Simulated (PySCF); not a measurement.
Compound: C4H3ClO2 (charge -1 and doublet state).
Cartesian coordinates in Å at the GFN2-xTB level; atoms count from 1:
```
atom  x, y, z in Å
O1    -1.511   -1.630    1.176
C2    -0.643   -0.952    0.660
C3    -0.806    0.045   -0.485
C4     0.595    0.530   -0.707
Cl5    0.708    2.671   -0.824
C6     1.356   -0.066    0.221
O7     0.629   -0.985    1.039
H8    -1.228   -0.453   -1.362
H9    -1.490    0.844   -0.195
H10    2.400   -0.001    0.454
```

Identity: `[O-][C]1CC(Cl)=CO1` [radical] (charge -1).

Theory: UKS B3LYP, pcH-1 on C Cl H O, non-relativistic, mean-field spin-orbit, GIAO in PySCF 2.14.0. Whether the extra electron is bound in the gas phase wasn't checked; a finite basis holds it in any case. Couplings are sensitive to structure, and on GFN2-xTB geometries they can be far from those on DFT ones, by a factor of two or more for some ions and for spin on atoms past the first row. Stability of the SCF solution: not tested.

Task: The isotropic 17O couplings are -13.3, -1.6 MHz. Assign them to O1; O7.

Result: 
```tsv
site	a_iso (MHz)	ρ(0) (bohr⁻³)	position	distance from C4 (Å)	spin population	largest |T| (MHz)
O1	-1.6	+0.0026	3 bonds from C4	3.56	+0.01	6.6
O7	-13.3	+0.0219	2 bonds from C4	2.31	+0.02	15.7
```

Task: The isotropic 13C couplings are +595.6, +49.3, +29.7, +4.9 MHz. Assign them to C2; C3; C4; C6.

Result: 
```
site  a_iso (MHz)  ρ(0) (bohr⁻³)                 position  distance from C4 (Å)  spin population  largest |T| (MHz)
  C2        +29.7        +0.0264          2 bonds from C4                  2.37            +0.02                5.1
  C3         +4.9        +0.0043           1 bond from C4                  1.50            -0.01                4.9
  C4       +595.6        +0.5299  largest spin population                  0.00            +0.54               87.0
  C6        +49.3        +0.0438           1 bond from C4                  1.34            +0.15               30.8
```

Task: The isotropic 1H couplings, averaged over equivalent nuclei, are -7.1, +2.8 MHz. Assign them to H8/H9; H10.

Result: 
```tsv
site	a_iso (MHz)	ρ(0) (bohr⁻³)	position	distance from C4 (Å)	bound to	spin population there	largest |T| (MHz)
H8/H9	+2.8	+0.0006	2 bonds from C4	2.17	C3	-0.01	6.9
H10	-7.1	-0.0016	2 bonds from C4, on C6 of spin population +0.15	2.21	C6	+0.15	11.3
```

ρ(0) is the spin density at the nucleus and T the dipolar tensor; a_iso includes a spin–orbit part; entries for several nuclei are means. Largest spin populations (Mulliken): C4 (+0.54), Cl5 (+0.28) and C6 (+0.15). The angles at C4 add up to 335.7°, so it is pyramidal.

Class means assume fast exchange of nuclei equivalent by connectivity; if that motion is slow, each nucleus keeps its own coupling. The 1H value of +2.8 MHz is a mean of couplings from -4.7 to 10.2 MHz in this one geometry, not an average over conformers.

The SMILES `[O-][C]1CC(Cl)=CO1` draws the unpaired electron on C2, whose computed spin population is only +0.02.

Time: 35 s of wall time. Hardware: one thread, x86-64 server, shared host.
